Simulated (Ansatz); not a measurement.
Reactions of C2H2F2Ge (`C#[C][GeH]([F])[F]`).

Program: Ansatz. Geometries: PBE0-D4/def2-TZVP. ΔE: electronic, gas phase. CCSD(T)/CBS adds triple-zeta CCSD(T) − MP2 to the extrapolated MP2 energy (def2 sets, frozen cores). This one scheme is used for every species, atoms too. For atomizations the MP2-based limit and the directly extrapolated one differ by several kJ/mol either way, and by 10 to 25 for some Ge, Se and Sn compounds, so smaller differences from it don't rank the levels. Functionals use def2-TZVPP. No spin–orbit coupling; open shells (•) take unrestricted orbitals. Spin–orbit coupling would lower the free atoms: a little for C, F; clearly for Ge. Bonds to Ge, Se are less sure, by a few kJ/mol each and by 10 to 20 or more in all where they break to atoms, as the def2 sets lack core-valence functions. Scalar relativity is left out up to krypton. One conformer a species, not always the lowest.

| reaction | PBE-D4 (kJ/mol) | ωB97X-V (kJ/mol) | revPBE-D4 (kJ/mol) | PBE0-D4 (kJ/mol) | CCSD(T)/CBS(def2) (kJ/mol) |
| --- | --- | --- | --- | --- | --- |
| `C#[C][GeH]([F])[F]` → F• + `C#[C][GeH][F]`• | 550 | 557 | 528 | 535 | 567 |
| `C#[C][GeH]([F])[F]` + CH₃OH → `C[O][GeH]([F])[F]` + acetylene | -29 | -36 | -29 | -28 | -33 |
| `C#[C][GeH]([F])[F]` → 2 C• + 2 F• + Ge• + 2 H• | 2889 | 2816 | 2794 | 2800 | 2826 |
| `C#[C][GeH]([F])[F]` + H–F → `[F][GeH]([F])[F]` + acetylene | -49 | -57 | -47 | -47 | -45 |
| `C#[C][GeH]([F])[F]` + H• → `C#[C][Ge]([F])[F]`• + H₂ | -84 | -67 | -94 | -71 | -66 |
| `C#[C][GeH]([F])[F]` + H₂Se → `[F][GeH]([F])[SeH]` + acetylene | -48 | -41 | -47 | -46 | -41 |
| `C#[C][GeH]([F])[F]` + silanol → `[F][GeH]([F])[O][SiH3]` + acetylene | -36 | -47 | -36 | -39 | -45 |

Largest T1 diagnostic: 0.019, for `C#[C][GeH][F]`•.
